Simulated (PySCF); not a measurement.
Numbering as in the mapped SMILES `[CH2:1]=[CH:2][CH2:3][C:4]1=[CH:5][C:6](=[O:7])[SiH2:8][SiH2:9][CH2:10]1`. Hydrogens are named by the atom that carries them. Ha(C1) is cis to C3; Hb(C1) is trans to C3.

[PySCF: geometry from GFN2-xTB; shielding tensors at PBE0/pcSseg-1 (GIAO); one conformer; non-relativistic; gas phase; rapidly exchanging positions averaged]

Scale: 13C vs TMS (reference shieldings calculated alike).

Problem. Do the 13C shifts follow the atomic charges (in e)? Tabulate both.

Solution. 
```json
{"atoms": "C6", "hybridisation": "sp2", "δ (ppm)": "230.0", "σ para (ppm)": "-295", "Hirshfeld": "+0.07", "IAO": "+0.14", "Mulliken": "+0.06", "ESP-fitted": "+0.60"}
{"atoms": "C4", "hybridisation": "sp2", "δ (ppm)": "164.6", "σ para (ppm)": "-242", "Hirshfeld": "+0.04", "IAO": "+0.07", "Mulliken": "-0.36", "ESP-fitted": "+0.30"}
{"atoms": "C2", "hybridisation": "sp2", "δ (ppm)": "144.0", "σ para (ppm)": "-215", "Hirshfeld": "-0.03", "IAO": "-0.13", "Mulliken": "-0.24", "ESP-fitted": "+0.03"}
{"atoms": "C5", "hybridisation": "sp2", "δ (ppm)": "136.8", "σ para (ppm)": "-204", "Hirshfeld": "-0.08", "IAO": "-0.25", "Mulliken": "-0.05", "ESP-fitted": "-0.53"}
{"atoms": "C1", "hybridisation": "sp2", "δ (ppm)": "125.9", "σ para (ppm)": "-193", "Hirshfeld": "-0.10", "IAO": "-0.32", "Mulliken": "-0.13", "ESP-fitted": "-0.49"}
{"atoms": "C3", "hybridisation": "sp3", "δ (ppm)": "54.2", "σ para (ppm)": "-115", "Hirshfeld": "-0.07", "IAO": "-0.26", "Mulliken": "-0.06", "ESP-fitted": "-0.40"}
{"atoms": "C10", "hybridisation": "sp3", "δ (ppm)": "15.5", "σ para (ppm)": "-81", "Hirshfeld": "-0.16", "IAO": "-0.53", "Mulliken": "-0.39", "ESP-fitted": "-0.54"}
```

Correlation coefficients of δ with charge over these carbons: Hirshfeld +0.86, IAO +0.90, Mulliken +0.47, ESP-fitted +0.79; with the paramagnetic shielding -1.00. Among the 5 sp2 carbons alone: Hirshfeld +0.88, IAO +0.89, Mulliken +0.46, ESP-fitted +0.88. With so few points, grouped by hybridisation, these coefficients are fragile. Charge is one influence among several: hybridisation and low-lying excitations act through the paramagnetic term.

Shifts are as computed. Against solution values, carbons near 30 ppm lie about +3 ppm off and those near 130 ppm about +5 ppm. Of 1211 compounds with measured shifts, 218 miss one by over three times the rms of a fit or turn the order of signals round; such compounds aren't used in these exercises.
